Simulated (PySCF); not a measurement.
# Ionising KSn

UHF-CCSD(T); basis K def2-SVP, Sn def2-SVP with ECP28; scalar-relativistic core potentials; PySCF 2.14. Neutral (UHF): quartet (σ ↑, π ↑↑), Re = 3.338 Å, ωe = 134 cm⁻¹, De = 1.23 eV.

KSn⁺ (UHF): triplet (σ ↑, π ↑), Re = 3.980 Å, ωe = 66.9 cm⁻¹, De = 0.31 eV to K⁺ + Sn. The energies at the minima are -812.58197 hartree for KSn and -812.39702 for KSn⁺.

Question: Work out the adiabatic ionisation energy, without and with harmonic zero-point energies (1 hartree = 27.2114 eV, 1 eV = 8065.5 cm⁻¹), and the change of the bond length.

Answer: At UHF-CCSD(T): 0.18495 hartree = 5.033 eV between the minima; the zero-point term (66.9 − 134.0)/2 cm⁻¹ = -0.004 eV makes it 5.029 eV. Re changes by +64.2 pm against the neutral. The electron leaves a π orbital, and the ion is left as a loose complex of an ion and an atom.

Correlated steps freeze 9 core orbitals. Weak bonds: KSn⁺. Basis-set superposition, not corrected here, can be much of De in a small basis, most of all at correlated wavefunction levels. These are scalar-relativistic numbers at best; spin–orbit coupling would shift them, the dissociation energy most. For an ion De counts to the pair picked by the measured ionisation energies or electron affinities, which need not be the lowest pair at this level. States were picked by a PBE0 search and need not be the measured ground states.
